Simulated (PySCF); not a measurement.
# CdB⁺: frontier orbitals

BLYP at R = 2.509 Å; PySCF, scalar-relativistic core potentials, basis sets Cd def2-SVPD with ECP28, B def2-SVPD. State: ¹Σ⁺ (singlet), closed shell. Only the outer orbitals are listed, counted within each symmetry, core potentials removing the inner ones.

| orbital | occ. | ε (eV) | on Cd (%) | main shells (%) |
| --- | --- | --- | --- | --- |
| 4σ | 2 | -18.91 | 91 | 91 Cd d |
| 2π | 2 | -18.60 | 100 | 100 Cd d |
| 2π | 2 | -18.60 | 100 | 100 Cd d |
| 1δ | 2 | -18.50 | 100 | 100 Cd d |
| 1δ | 2 | -18.50 | 100 | 100 Cd d |
| 5σ | 2 | -16.15 | 22 | 77 B s, 9 Cd s, 9 Cd d |
| 6σ | 2 | -12.05 | 60 | 60 Cd s, 27 B p, 13 B s |
| 3π | 0 | -10.11 | 5 | 94 B p |
| 3π | 0 | -10.11 | 5 | 94 B p |
| 7σ | 0 | -9.49 | 48 | 52 B p, 29 Cd s, 18 Cd p |

Question: Which are the highest filled and the lowest empty level, where do they sit, and how wide is the gap?

Answer: Highest filled 6σ at -12.05 eV (in %: 60 Cd s, 27 B p, 13 B s); lowest empty 3π at -10.11 eV (in %: 94 B p); the gap at BLYP is 1.94 eV.

```
bond order (Mayer)                                                                                                : 0.93
⟨S²⟩                                                                                                              : 0.000
charge on Cd (Mulliken, basis-dependent)                                                                          : 0.55
charge on Cd (Löwdin, basis-dependent)                                                                            : 0.71
dipole moment (positive dipole points towards B; it is taken about the centre of mass and depends on that origin) : 2.96 D
```
